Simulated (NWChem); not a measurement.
System: SiNH₂F, singlet; SMILES N[Si]F

The following NWChem deck was run.

```
start job
memory heap 200 mb stack 900 mb global 1100 mb
geometry units angstroms noautoz
  Si    -0.643424     0.050619     0.000000
  F      0.430996     1.298357     0.000000
  N      0.490696    -1.233999     0.000000
  H      1.500971    -1.113414     0.000000
  H      0.213383    -2.210220     0.000000
end
basis spherical
  * library 6-31g*
end
dft
  xc xpbe96 cpbe96
  iterations 150
  mulliken
end
task dft energy
```

NWChem printed, in part:

```
             Northwest Computational Chemistry Package (NWChem) 7.3.0
             --------------------------------------------------------

 CS  symmetry detected

                             Geometry "geometry" -> ""
                             -------------------------

 Output coordinates in angstroms (scale by  1.889725989 to convert to a.u.)

  No.       Tag          Charge          X              Y              Z
 ---- ---------------- ---------- -------------- -------------- --------------
    1 Si                  14.0000    -0.64312530     0.05075847     0.00000000
    2 F                    9.0000     0.45750847     1.27543547     0.00000000
    3 N                    7.0000     0.46350250    -1.25761705     0.00000000
    4 H                    1.0000     1.47610711    -1.15847962     0.00000000
    5 H                    1.0000     0.16555341    -2.22773884     0.00000000

 Effective nuclear repulsion energy (a.u.)     100.7822383802

      Symmetry information
      --------------------

 Group name             Cs
 Group number              2
 Group order               2
 No. of unique centers     5

  pbe96 is a nonlocal functional; adding pw91lda local functional.

                                 NWChem DFT Module
                                 -----------------

 Summary of "ao basis" -> "ao basis" (spherical)
 ------------------------------------------------------------------------------
       Tag                 Description            Shells   Functions and Types
 ---------------- ------------------------------  ------  ---------------------
 Si                          6-31g*                  8       18   4s3p1d
 F                           6-31g*                  6       14   3s2p1d
 N                           6-31g*                  6       14   3s2p1d
 H                           6-31g*                  2        2   2s

      Symmetry analysis of basis
      --------------------------

        a'         37
        a"         13

            General Information
            -------------------
          SCF calculation type: DFT
          Wavefunction type:  closed shell.
          No. of atoms     :     5
          No. of electrons :    32
           Alpha electrons :    16
            Beta electrons :    16
          Charge           :     0
          Spin multiplicity:     1
          Use of symmetry is: on ; symmetry adaption is: on
          Maximum number of iterations: 150
          AO basis - number of functions:    50
                     number of shells:    24
          Convergence on energy requested:  1.00D-06
          Convergence on density requested:  1.00D-05
          Convergence on gradient requested:  5.00D-04

              XC Information
              --------------
          PerdewBurkeErnzerhof Exchange Functional  1.000
            Perdew 1991 LDA Correlation Functional  1.000 local
           PerdewBurkeErnz. Correlation Functional  1.000 non-local

             Grid Information
             ----------------
          Grid used for XC integration:  medium
          Radial quadrature: Mura-Knowles
          Angular quadrature: Lebedev.
          Tag              B.-S. Rad. Rad. Pts. Rad. Cut. Ang. Pts.
          ---              ---------- --------- --------- ---------
          Si                  1.10       88           8.0       590
          F                   0.50       49           9.0       434
          N                   0.65       49           7.0       434
          H                   0.35       45           9.0       434
          Grid pruning is: on
          Number of quadrature shells:   276
          Spatial weights used:  Erf1

      Superposition of Atomic Density Guess
      -------------------------------------

 Sum of atomic energies:        -443.47984287

      Non-variational initial energy
      ------------------------------

 Total energy =    -444.136078
 1-e energy   =    -814.639614
 2-e energy   =     269.721298
 HOMO         =      -0.280177
 LUMO         =      -0.009693

      Symmetry analysis of molecular orbitals - initial
      -------------------------------------------------

  Numbering of irreducible representations:

     1 a'          2 a"

  Orbital symmetries:

     1 a'          2 a'          3 a'          4 a'          5 a'
     6 a'          7 a"          8 a'          9 a'         10 a'
    11 a'         12 a"         13 a'         14 a'         15 a"
    16 a'         17 a"         18 a'         19 a'         20 a'
    21 a'         22 a'         23 a"         24 a'         25 a'
    26 a'

     ---------------------------------------------
      Total Density - Mulliken Population Analysis
     ---------------------------------------------

    Atom       Charge   Shell Charges
 -----------   ------   -------------------------------------------------------
    1 Si  14    13.03   2.00  2.00  5.97  1.11  0.85  0.72  0.24  0.13
    2 F    9     9.66   2.00  0.96  3.49  1.00  2.21  0.01
    3 N    7     8.19   2.00  0.83  2.66  0.80  1.89  0.01
    4 H    1     0.57   0.40  0.16
    5 H    1     0.56   0.40  0.15

   convergence    iter        energy       DeltaE   RMS-Dens  Diis-err
 ---------------- ----- ----------------- --------- --------- ---------
 d= 0,ls=0.0,diis     1   -444.9351061760 -5.46D+02  2.96D-02  6.57D-01
 d= 0,ls=0.0,diis     2   -444.6846617784  2.50D-01  1.91D-02  3.34D+00
 d= 0,ls=0.0,diis     3   -445.0056893096 -3.21D-01  4.31D-03  3.79D-02
 d= 0,ls=0.0,diis     4   -445.0027222662  2.97D-03  2.84D-03  5.60D-02
 d= 0,ls=0.0,diis     5   -445.0092124478 -6.49D-03  2.93D-04  3.97D-04
  Resetting Diis
 d= 0,ls=0.0,diis     6   -445.0092659452 -5.35D-05  5.18D-05  6.79D-06
 d= 0,ls=0.0,diis     7   -445.0092667949 -8.50D-07  3.77D-05  7.16D-07
 d= 0,ls=0.0,diis     8   -445.0092666314  1.64D-07  1.95D-05  2.55D-06
 d= 0,ls=0.0,diis     9   -445.0092668972 -2.66D-07  5.22D-06  8.88D-08

         Total DFT energy =     -445.009266897181
      One electron energy =     -817.107214436205
           Coulomb energy =      310.068445502752
    Exchange-Corr. energy =      -38.752736343878
 Nuclear repulsion energy =      100.782238380151

 Numeric. integr. density =       32.000002177387

                  Occupations of the irreducible representations
                  ----------------------------------------------

                     irrep           alpha         beta
                     --------     --------     --------
                     a'               13.0         13.0
                     a"                3.0          3.0

                       DFT Final Molecular Orbital Analysis
                       ------------------------------------

 Vector   14  Occ=2.000000D+00  E=-3.279370D-01  Symmetry=a'
              MO Center=  3.1D-01,  1.1D+00,  2.6D-15, r^2= 1.2D+00
   Bfn.  Coefficient  Atom+Function         Bfn.  Coefficient  Atom+Function
  ----- ------------  ---------------      ----- ------------  ---------------
    22      0.523138  2 F  py                26      0.365665  2 F  py
    21     -0.321579  2 F  px                25     -0.236257  2 F  px
    36      0.129465  3 N  py                 7     -0.114046  1 Si px
     6      0.110274  1 Si s                 38      0.095096  3 N  s
    49     -0.083860  5 H  s                 10      0.075860  1 Si s

 Vector   15  Occ=2.000000D+00  E=-2.479175D-01  Symmetry=a"
              MO Center=  3.5D-01, -9.8D-01, -2.8D-16, r^2= 1.4D+00
   Bfn.  Coefficient  Atom+Function         Bfn.  Coefficient  Atom+Function
  ----- ------------  ---------------      ----- ------------  ---------------
    37      0.541659  3 N  pz                41      0.458863  3 N  pz
    23     -0.185796  2 F  pz                 9      0.179267  1 Si pz
    27     -0.144358  2 F  pz                13      0.086234  1 Si pz
     5     -0.074758  1 Si pz                15     -0.056375  1 Si d -1

 Vector   16  Occ=2.000000D+00  E=-2.138516D-01  Symmetry=a'
              MO Center= -8.8D-01,  5.8D-02, -9.4D-16, r^2= 2.3D+00
   Bfn.  Coefficient  Atom+Function         Bfn.  Coefficient  Atom+Function
  ----- ------------  ---------------      ----- ------------  ---------------
    10      0.503247  1 Si s                  6      0.405199  1 Si s
     7     -0.366817  1 Si px                38     -0.262894  3 N  s
    21      0.255634  2 F  px                 2     -0.198358  1 Si s
    25      0.194775  2 F  px                35      0.150224  3 N  px
     3      0.149439  1 Si px                36     -0.144386  3 N  py

 Vector   17  Occ=0.000000D+00  E=-6.124028D-02  Symmetry=a"
              MO Center= -5.6D-01, -2.1D-02,  3.6D-15, r^2= 2.8D+00
   Bfn.  Coefficient  Atom+Function         Bfn.  Coefficient  Atom+Function
  ----- ------------  ---------------      ----- ------------  ---------------
     9      0.592757  1 Si pz                13      0.537066  1 Si pz
    41     -0.321327  3 N  pz                37     -0.276150  3 N  pz
     5     -0.208004  1 Si pz                23     -0.203543  2 F  pz
    27     -0.185929  2 F  pz                17      0.045413  1 Si d  1

 Vector   18  Occ=0.000000D+00  E= 3.242991D-03  Symmetry=a'
              MO Center= -6.7D-01, -2.1D-02, -4.1D-16, r^2= 4.0D+00
   Bfn.  Coefficient  Atom+Function         Bfn.  Coefficient  Atom+Function
  ----- ------------  ---------------      ----- ------------  ---------------
    12      0.844852  1 Si py                38      0.658099  3 N  s
    48     -0.407540  4 H  s                  8      0.402939  1 Si py
    24     -0.358495  2 F  s                 21      0.176307  2 F  px
    25      0.164367  2 F  px                 4     -0.146169  1 Si py
    47     -0.116437  4 H  s                 14     -0.115532  1 Si d -2

 Vector   19  Occ=0.000000D+00  E= 4.227281D-02  Symmetry=a'
              MO Center=  2.6D-01, -7.9D-01, -2.6D-15, r^2= 4.5D+00
   Bfn.  Coefficient  Atom+Function         Bfn.  Coefficient  Atom+Function
  ----- ------------  ---------------      ----- ------------  ---------------
    38      1.259617  3 N  s                 50     -0.795232  5 H  s
    11     -0.714791  1 Si px                10     -0.585117  1 Si s
    48     -0.434029  4 H  s                 24      0.365851  2 F  s
     7     -0.264742  1 Si px                34      0.180819  3 N  s
    26     -0.156957  2 F  py                22     -0.143899  2 F  py

     ---------------------------------------------
      Total Density - Mulliken Population Analysis
     ---------------------------------------------

    Atom       Charge   Shell Charges
 -----------   ------   -------------------------------------------------------
    1 Si  14    13.50   2.00  2.00  5.96  1.13  1.26  0.67  0.30  0.19
    2 F    9     9.38   2.00  0.93  3.29  1.03  2.12  0.01
    3 N    7     7.80   2.00  0.78  2.51  0.83  1.67  0.01
    4 H    1     0.66   0.50  0.16
    5 H    1     0.66   0.50  0.16

     -------------------------------------------
      Total Density - Lowdin Population Analysis
     -------------------------------------------

    Atom       Charge   Shell Charges
 -----------   ------   -------------------------------------------------------
    1 Si  14    13.68   2.00  1.99  5.87  0.90  1.30  0.72  0.60  0.30
    2 F    9     9.26   1.99  0.93  3.18  0.87  2.27  0.02
    3 N    7     7.57   1.99  0.72  2.36  0.58  1.89  0.03
    4 H    1     0.75   0.46  0.29
    5 H    1     0.74   0.46  0.28

     Multipole analysis of the density
     ---------------------------------

     L   x y z        total         alpha         beta         nuclear
     -   - - -        -----         -----         ----         -------
     0   0 0 0     -0.000000    -16.000000    -16.000000     32.000000

     1   1 0 0      0.415673      0.207837      0.207837     -0.000000
     1   0 1 0     -0.917621     -0.458811     -0.458811     -0.000000
     1   0 0 1     -0.000000     -0.000000     -0.000000      0.000000

     2   2 0 0    -17.870293    -29.262556    -29.262556     40.654818
     2   1 1 0     -1.227889      1.822457      1.822457     -4.872804
     2   1 0 1     -0.000000     -0.000000     -0.000000      0.000000
     2   0 2 0    -15.819055    -65.140815    -65.140815    114.462576
     2   0 1 1      0.000000      0.000000      0.000000      0.000000
     2   0 0 2    -17.724091     -8.862045     -8.862045      0.000000
```

Level: PBE/6-31G* (spherical d). Low-valent species are run as closed-shell singlets; no triplet was tried in these runs. Geometry: optimised at PBE0/def2-SVP.
